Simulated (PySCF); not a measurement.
Radial density of Pd⁺ (palladium, charge +1)

UHF, [Kr] 4d9, 2D determinant. Calculation: PySCF 2.14, in def2-TZVP with the def2 core potential (28 electrons); scalar relativity through the core potential. This is the valence pseudo-density: the core potential removes the inner electrons and smooths the orbitals near the nucleus.

```csv
r (bohr),4πr²ρ (e/bohr),4πr²(ρα − ρβ)
0.0339,1.071e-05,0.0000
0.0569,4.955e-05,0.0000
0.0958,0.0003784,0.0000
0.161,0.004633,0.0003
0.271,0.08227,0.0054
0.456,1.984,0.0863
0.767,14.55,0.5917
1.29,11.81,0.7607
2.17,2.219,0.1938
3.65,0.1396,0.0057
6.14,0.0009890,0.0000
```

Energies and moments cover only the electrons outside the core potential.
